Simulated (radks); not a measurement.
Au XXI, 59 electrons, occupied as [Kr] 4d10 4f12 5s1 (the NIST ground configuration). Calculated with a radial shooting solver on a logarithmic mesh with Libxc functionals: non-relativistic Kohn-Sham, LB94 model potential, spin-polarised, spherical densities, point nucleus; open shells are filled with parallel spins first (spin-orbit coupling, left out, can overturn this in heavy ions); relativity is left out, which matters for an element this heavy.

X-ray form factor f0, the Fourier transform of the density (f0(0) = 59):

sin(theta)/lambda (1/angstrom),f0 (electrons)
0.05,58.843
0.1,58.377
0.15,57.615
0.2,56.576
0.25,55.289
0.3,53.784
0.4,50.265
0.5,46.313
0.6,42.204
0.8,34.367
1,27.859
1.25,22.006
1.5,18.277
2,14.207
